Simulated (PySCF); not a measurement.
F3La, triplet, at a GFN2-xTB geometry (such geometries of metal compounds can be far from the true shape) (the multiplicity is a formal guess) (core potentials on La), with bond 3-1 at 3.0 times its length; PySCF with PBE/def2-SV(P).

Input for PySCF:
```python
from pyscf import gto, scf, dft

mol = gto.M(
    atom='''
La    0.00000000   -0.00000000    0.00000000
F    -1.73418446   -1.07254064    0.04451376
F     0.04533420    5.64647058   -2.35643814
F     1.71907306   -0.80961621    0.74096562
''',
    basis='def2-sv(p)',
    ecp={'La': 'def2-sv(p)'},
    spin=2,
    verbose=3,
)

mf = dft.UKS(mol)
mf.xc = 'pbe'
mf.kernel()
mo_i, mo_e, stable_i, stable_e = mf.stability(internal=True, external=False, return_status=True, nroots=6, tol=1e-6)
print('internally stable:', stable_i, ' externally stable:', stable_e)
if not stable_i:
    umf = mf.copy()
    umf.scf_summary = {}
    umf.kernel(umf.make_rdm1(mo_i, mf.mo_occ))
```

It wrote (shortened):

```
SCF not converged.
SCF energy = -330.097237678596 after 50 cycles  <S^2> = 2.0038039  2S+1 = 3.0025349
<class 'pyscf.dft.uks.UKS'> wavefunction has an internal instability
internally stable: False  externally stable: None

SCF not converged.
SCF energy = -330.118729318032 after 50 cycles  <S^2> = 2.0034962  2S+1 = 3.0023299
```

The run did not converge; its last values are not results.
